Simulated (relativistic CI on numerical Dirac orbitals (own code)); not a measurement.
Crystal-field levels of Ir5+, 5d4

Calculated by Dirac-Coulomb-Breit CI, orbitals from a KLI potential per configuration, QED by a radiative potential, valence Slater integrals scaled by 0.9, one configuration in a parametric crystal field (own radial code). With so little scaling, terms lie 10 to 35 % too far apart, which can change the order of excited levels.

Field parameters in Wybourne normalisation: Td as Oh with Dq negative (B⁴₀ = 21Dq, B⁴₄ = √(5/14) B⁴₀). The field is a parameter set, without covalency.

S is read from ⟨S²⟩ = S(S + 1).

Levels (cm⁻¹, degeneracy): 0 (1), 9681 (3), 12663 (1), 13097 (3), 15973 (2), 16688 (3), 17931 (3), 18388 (2), 19990 (1), 22049 (3), 22878 (3), 23512 (3).

Q: Which field gives this pattern?
A. Td, 10Dq = -18650 cm⁻¹
B. Td, 10Dq = -4450 cm⁻¹
C. Td, 10Dq = -15100 cm⁻¹
D. Td, 10Dq = -11550 cm⁻¹

A: A. Td, 10Dq = -18650 cm⁻¹, ground level with S = 1.02.
